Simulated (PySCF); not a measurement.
C3H8STe, singlet, geometry from GFN2-xTB (all electrons, no relativity), with bond 8-3 at 2.4 times its length; PySCF with CASSCF(6,6)/STO-3G.

Here is a job for PySCF.
```python
from pyscf import gto, scf, mcscf
import numpy

mol = gto.Mole()
mol.atom = '''
    Te   -0.149532   -0.080216    0.865480
    C    -0.517990   -1.890008   -0.311652
    C    -1.081049   -1.605506   -1.686236
    H    -1.211152   -2.474958    0.286548
    H     0.420551   -2.432675   -0.386750
    H    -0.374406   -1.020264   -2.271616
    H    -2.021892   -1.061227   -1.621697
    H    -1.515526   -3.847845   -2.959160
    S     1.295299    0.952082   -0.725818
    C     0.186745    2.085700   -1.627738
    H    -0.615799    1.529546   -2.100310
    H     0.799647    2.566628   -2.382941
    H    -0.210205    2.829593   -0.944749
'''
mol.basis = 'sto-3g'
mol.charge = 0
mol.spin = 0
mol.verbose = 4
mol.build()

mf = scf.RHF(mol)
mf.kernel()
mc = mcscf.CASSCF(mf, 6, 6)
mc.fix_spin_(ss=0.0)
mc.kernel()
occ = numpy.linalg.eigvalsh(mc.fcisolver.make_rdm1(mc.ci, mc.ncas, mc.nelecas))[::-1]
ss = mc.fcisolver.spin_square(mc.ci, mc.ncas, mc.nelecas)[0]
print('natural occupations', occ.round(4), ' <S^2>', round(ss, 4))
```

It wrote (shortened):

```
PySCF version 2.14.0

[INPUT] verbose = 4
[INPUT] num. atoms = 13
[INPUT] num. electrons = 94
[INPUT] charge = 0
[INPUT] spin (= nelec alpha-beta = 2S) = 0
[INPUT] symmetry False subgroup None
[INPUT] Mole.unit = angstrom
[INPUT] Symbol           X                Y                Z      unit          X                Y                Z       unit  Magmom
[...]
nuclear repulsion = 568.709664915167
number of shells = 33
number of NR pGTOs = 177
number of NR cGTOs = 59
basis = sto-3g
ecp = {}

******** <class 'pyscf.scf.hf.RHF'> ********
method = RHF
initial guess = minao
damping factor = 0
level_shift factor = 0
DIIS = <class 'pyscf.scf.diis.CDIIS'>
diis_start_cycle = 1
diis_space = 8
diis_damp = 0
SCF conv_tol = 1e-09
SCF conv_tol_grad = None
SCF max_cycles = 50
direct_scf = True
direct_scf_tol = 1e-13
Set gradient conv threshold to 3.16228e-05
Initial guess from minao.
init E= -7036.63577155802
[...]
cycle= 1 E= -7056.61786993238  delta_E=  -20  |g|= 0.504  |ddm|= 4.48
[...]
cycle= 2 E= -7056.74562250694  delta_E= -0.128  |g|= 0.304  |ddm|= 2.47
[...]
cycle= 3 E= -7056.83985204197  delta_E= -0.0942  |g|= 0.165  |ddm|= 1.32
[...]
cycle= 4 E= -7056.85673078987  delta_E= -0.0169  |g|= 0.0423  |ddm|= 0.347
[...]
cycle= 5 E= -7056.85882997404  delta_E= -0.0021  |g|= 0.0139  |ddm|= 0.17
[...]
cycle= 6 E= -7056.85906662335  delta_E= -0.000237  |g|= 0.00538  |ddm|= 0.0622
[...]
cycle= 7 E= -7056.85908841293  delta_E= -2.18e-05  |g|= 0.00117  |ddm|= 0.0164
[...]
cycle= 8 E= -7056.85908996729  delta_E= -1.55e-06  |g|= 0.000433  |ddm|= 0.00489
[...]
cycle= 9 E= -7056.8590901489  delta_E= -1.82e-07  |g|= 8.28e-05  |ddm|= 0.00155
[...]
cycle= 10 E= -7056.85909015794  delta_E= -9.04e-09  |g|= 1.64e-05  |ddm|= 0.000367
[...]
cycle= 11 E= -7056.85909015829  delta_E= -3.51e-10  |g|= 6.11e-06  |ddm|= 7.68e-05
[...]
Extra cycle  E= -7056.85909015835  delta_E= -5.91e-11  |g|= 3.85e-06  |ddm|= 2.2e-05
converged SCF energy = -7056.85909015835

******** <class 'pyscf.mcscf.mc1step.CASSCF'> ********
CAS (3e+3e, 6o), ncore = 44, nvir = 9
max_cycle_macro = 50
max_cycle_micro = 4
conv_tol = 1e-07
conv_tol_grad = None
orbital rotation max_stepsize = 0.02
orbital rotation threshold for CI restart = 0.01
augmented hessian ah_max_cycle = 30
augmented hessian ah_conv_tol = 1e-12
augmented hessian ah_linear dependence = 1e-14
augmented hessian ah_level shift = 1e-08
augmented hessian ah_start_tol = 2.5
augmented hessian ah_start_cycle = 3
augmented hessian ah_grad_trust_region = 3
kf_trust_region = 3
kf_interval = 4
ci_response_space = 4
ci_grad_trust_region = 3
with_dep4 0
natorb = False
canonicalization = True
sorting_mo_energy = False
ao2mo_level = 2
internal_rotation = False
******** <class 'pyscf.fci.addons.SpinPenaltyFCISolver'> ********
max. cycles = 50
conv_tol = 1e-08
davidson only = True
linear dependence = 1e-12
level shift = 0.001
max iter space = 12
nroots = 1
pspace_size = 400
spin = None
CASCI E = -7057.02233662017  S^2 = 0.0000000
Set conv_tol_grad to 0.000316228
macro iter   1 ( 21 JK    4 micro), CASSCF E = -7057.03764592416  dE = -1.53093040e-02  S^2 = 0.0000000
               |grad[o]|=0.0917  |grad[c]|=0.0221  |ddm|=0.0419  |maxRot[o]|=0.157
macro iter   2 ( 21 JK    4 micro), CASSCF E = -7057.04485320805  dE = -7.20728389e-03  S^2 = 0.0000000
               |grad[o]|=0.0455  |grad[c]|=0.047  |ddm|=0.0293  |maxRot[o]|=0.253
macro iter   3 ( 21 JK    4 micro), CASSCF E = -7057.05025491086  dE = -5.40170281e-03  S^2 = 0.0000000
               |grad[o]|= 0.03  |grad[c]|=0.0273  |ddm|=0.025  |maxRot[o]|=0.283
macro iter   4 ( 21 JK    4 micro), CASSCF E = -7057.05628970030  dE = -6.03478944e-03  S^2 = 0.0000000
               |grad[o]|=0.017  |grad[c]|=0.0493  |ddm|=0.0456  |maxRot[o]|=0.226
macro iter   5 ( 21 JK    4 micro), CASSCF E = -7057.06327911617  dE = -6.98941587e-03  S^2 = 0.0000000
               |grad[o]|=0.017  |grad[c]|=0.0328  |ddm|=0.0263  |maxRot[o]|=0.155
[...]
               |grad[o]|=0.00508  |grad[c]|=0.00956  |ddm|=0.0143  |maxRot[o]|=0.000291
macro iter  33 ( 21 JK    4 micro), CASSCF E = -7057.06909468771  dE = -1.81789073e-06  S^2 = 0.0000000
               |grad[o]|=0.00507  |grad[c]|=0.00954  |ddm|=0.0143  |maxRot[o]|=0.000272
macro iter  34 ( 21 JK    4 micro), CASSCF E = -7057.06909631452  dE = -1.62680772e-06  S^2 = 0.0000000
               |grad[o]|=0.00507  |grad[c]|=0.00952  |ddm|=0.0143  |maxRot[o]|=0.00025
macro iter  35 ( 21 JK    4 micro), CASSCF E = -7057.06909781845  dE = -1.50393771e-06  S^2 = 0.0000000
               |grad[o]|=0.00507  |grad[c]|=0.0095  |ddm|=0.0143  |maxRot[o]|=0.000234
macro iter  36 ( 21 JK    4 micro), CASSCF E = -7057.06909917704  dE = -1.35859045e-06  S^2 = 0.0000000
               |grad[o]|=0.00507  |grad[c]|=0.00948  |ddm|=0.0143  |maxRot[o]|=0.000214
macro iter  37 ( 21 JK    4 micro), CASSCF E = -7057.06910042744  dE = -1.25039423e-06  S^2 = 0.0000000
               |grad[o]|=0.00506  |grad[c]|=0.00946  |ddm|=0.0142  |maxRot[o]|=0.000201
macro iter  38 ( 21 JK    4 micro), CASSCF E = -7057.06910156950  dE = -1.14206705e-06  S^2 = 0.0000000
               |grad[o]|=0.00506  |grad[c]|=0.00945  |ddm|=0.0142  |maxRot[o]|=0.000184
macro iter  39 ( 21 JK    4 micro), CASSCF E = -7057.06910261303  dE = -1.04352330e-06  S^2 = 0.0000000
               |grad[o]|=0.00506  |grad[c]|=0.00943  |ddm|=0.0142  |maxRot[o]|=0.000173
macro iter  40 ( 21 JK    4 micro), CASSCF E = -7057.06910357856  dE = -9.65528670e-07  S^2 = 0.0000000
               |grad[o]|=0.00506  |grad[c]|=0.00942  |ddm|=0.0142  |maxRot[o]|=0.000158
macro iter  41 ( 21 JK    4 micro), CASSCF E = -7057.06910445184  dE = -8.73287718e-07  S^2 = 0.0000000
               |grad[o]|=0.00506  |grad[c]|=0.00941  |ddm|=0.0142  |maxRot[o]|=0.000149
macro iter  42 ( 21 JK    4 micro), CASSCF E = -7057.06910527225  dE = -8.20403329e-07  S^2 = 0.0000000
               |grad[o]|=0.00506  |grad[c]|=0.00939  |ddm|=0.0142  |maxRot[o]|=0.000136
macro iter  43 ( 21 JK    4 micro), CASSCF E = -7057.06910600383  dE = -7.31583896e-07  S^2 = 0.0000000
               |grad[o]|=0.00506  |grad[c]|=0.00938  |ddm|=0.0142  |maxRot[o]|=0.000128
macro iter  44 ( 21 JK    4 micro), CASSCF E = -7057.06910670409  dE = -7.00255441e-07  S^2 = 0.0000000
               |grad[o]|=0.00506  |grad[c]|=0.00937  |ddm|=0.0142  |maxRot[o]|=0.000117
macro iter  45 ( 21 JK    4 micro), CASSCF E = -7057.06910731600  dE = -6.11916221e-07  S^2 = 0.0000000
               |grad[o]|=0.00506  |grad[c]|=0.00936  |ddm|=0.0142  |maxRot[o]|=0.00011
macro iter  46 ( 11 JK    2 micro), CASSCF E = -7057.06910806248  dE = -7.46480509e-07  S^2 = 0.0000000
               |grad[o]|=0.00506  |grad[c]|=0.00482  |ddm|=0.00132  |maxRot[o]|=9.93e-05
macro iter  47 ( 11 JK    2 micro), CASSCF E = -7057.06910857284  dE = -5.10352947e-07  S^2 = 0.0000000
               |grad[o]|=0.00505  |grad[c]|=0.00482  |ddm|=0.00131  |maxRot[o]|=7e-05
macro iter  48 ( 11 JK    2 micro), CASSCF E = -7057.06910899429  dE = -4.21451659e-07  S^2 = 0.0000000
               |grad[o]|=0.00505  |grad[c]|=0.00481  |ddm|=0.0013  |maxRot[o]|=6.56e-05
macro iter  49 ( 11 JK    2 micro), CASSCF E = -7057.06910934764  dE = -3.53352334e-07  S^2 = 0.0000000
               |grad[o]|=0.00505  |grad[c]|=0.00481  |ddm|=0.0013  |maxRot[o]|=6.14e-05
macro iter  50 ( 11 JK    2 micro), CASSCF E = -7057.06910971718  dE = -3.69540430e-07  S^2 = 0.0000000
               |grad[o]|=0.00505  |grad[c]|=0.00482  |ddm|=0.00136  |maxRot[o]|=5.49e-05
1-step CASSCF not converged,  50 macro (1000 JK 190 micro) steps
CASSCF canonicalization
Density matrix diagonal elements [1.92784217 1.92880622 1.35630614 0.6865291  0.04934727 0.05116909]
CASSCF energy = -7057.06910971718
CASCI E = -7057.06910971718  E(CI) = -5.56386653006848  S^2 = 0.0000000
natural occupations [1.9609 1.9563 1.3    0.6995 0.0451 0.0383]  <S^2> 0.0
```

The run did not converge; its last values are not results.
